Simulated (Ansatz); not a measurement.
H4HfO3Se (`[OH][Hf]([OH])([OH])[SeH]`), relaxed with RKS PBE0-D4/def2-TZVP in the Gaussian-basis code of Ansatz from a GFN2-xTB geometry. The force threshold is 0.005 eV/Å; the program also tests the step.

Charge 0, multiplicity 1. Hf takes the def2 core potential.

Start:

```xyz
9

O     0.730   -0.611    1.334
Hf   -0.105    0.240   -0.098
O    -1.883   -0.309   -0.193
O     0.614   -0.573   -1.613
Se    0.346    2.642    0.166
H     1.076   -1.494    1.165
H    -2.123   -1.207    0.055
H     0.063   -1.221   -2.065
H     1.282    2.533    1.250
```

**Question.** By how much does the energy fall, and how many steps does the optimiser take? (Estimate.)

**Answer.** The calculation gave: 0.97 eV, in 37 steps, 7 of them rejected.

**Question.** Which bonds change most? (Estimate.)

**Answer.** Ansatz gave: Hf2–Se5 from 2.458 to 2.617 Å; Hf2–O4 from 1.863 to 1.919 Å; O1–Hf2 from 1.864 to 1.918 Å; Hf2–O3 from 1.863 to 1.915 Å.

**Question.** Give the relaxed structure. (Estimate.)

**Answer.** Computed: 
```xyz
9

O     0.787   -0.971    1.401
Hf   -0.150   -0.056    0.000
O    -2.030   -0.422    0.011
O     0.649   -0.516   -1.683
Se    0.004    2.529    0.375
H     1.412   -1.531    1.849
H    -2.861   -0.815    0.258
H     0.716   -0.661   -2.621
H     1.473    2.444    0.410
```
